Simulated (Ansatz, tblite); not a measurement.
Forces on ZnCu₃ at its B3LYP-D4/def2-SVP geometry. The state is a doublet with charge 0.

The xTB rows come from tblite. The structure comes from a short search, and lower isomers may exist.

GFN2-xTB (tblite), largest force 0.42 eV/Å:

```xyz
4
positions Å, forces eV/Å
Cu   -0.648    0.958   -0.416   -0.155    0.202   -0.065
Cu    0.682   -0.953    0.371    0.128   -0.206    0.103
Cu    1.222    0.189   -1.605   -0.227   -0.035    0.298
Zn   -1.255   -0.194    1.650    0.254    0.039   -0.335
```

PBE-D4/def2-TZVP (Ansatz), largest force 0.25 eV/Å:

```
Cu -0.117 0.099 0.014
Cu 0.030 -0.113 0.102
Cu 0.149 0.023 -0.196
Zn -0.061 -0.009 0.080
```

PBE0-D4/def2-TZVP (Ansatz), largest force 0.44 eV/Å:

```
Cu -0.215 0.219 -0.019
Cu 0.102 -0.237 0.169
Cu 0.268 0.042 -0.352
Zn -0.154 -0.024 0.202
```
